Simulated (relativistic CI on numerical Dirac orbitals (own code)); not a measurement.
## Sensitivity of the levels of Kr17+ to α and to the nuclear radius

These numbers are calculated, not measured: Dirac-Coulomb-Breit CI, orbitals from a KLI potential per configuration, derivatives by finite differences, unscaled Slater integrals, QED left out (own radial code, finite nucleus).

CI space (outside the closed core [Ne]): 3s²3p⁶3d, 3s²3p⁵3d², 3s3p⁶3d², 3s²3p⁶4s, 3s²3p⁶4p, 3p⁶3d³, 3p⁵3d⁴. Double excitations out of closed p, d and f shells are left out; levels of such configurations are missing from the list, as are those of other unlisted configurations, and high levels can miss mixing partners.

With x = (α/α₀)² − 1 an excitation energy changes as ω = ω₀ + qx; K = 2q/ω₀ is the relative enhancement. Terms are leading LS components, so labels can repeat. The field-shift factor is F = δν/δ⟨r²⟩ for the transition from the lowest level.

Lowest level 3s²3p⁶3d ²D3/2.

```tsv
Level	ω₀ (cm⁻¹)	q (cm⁻¹)	K	F (GHz/fm²)
3s²3p⁶3d ²D5/2	15486	15380	1.99	0.072
3s²3p⁵3d² ⁴D°1/2	708905	17770	0.0501	0.924
3s²3p⁵3d² ⁴D°3/2	713946	20950	0.0587	0.937
3s²3p⁵3d² ⁴D°5/2	722830	27920	0.0772	0.965
3s²3p⁵3d² ⁴D°7/2	735485	36910	0.1	0.979
3s²3p⁵3d² ⁴G°9/2	755441	24700	0.0654	1.04
3s²3p⁵3d² ⁴G°11/2	756931	31830	0.0841	1.1
3s²3p⁵3d² ⁴G°7/2	758383	21750	0.0574	0.951
3s²3p⁵3d² ⁴G°5/2	759551	15040	0.0396	0.984
3s²3p⁵3d² ⁴P°5/2	769153	30530	0.0794	1.02
3s²3p⁵3d² ²D°3/2	776316	23580	0.0607	0.998
3s²3p⁵3d² ⁴P°3/2	778972	30650	0.0787	0.924
3s²3p⁵3d² ⁴P°1/2	791239	42830	0.108	0.901
```

At this charge energies of transitions that change n are usually good to better than 1 %, and those within a shell (Δn = 0) to a few per cent.
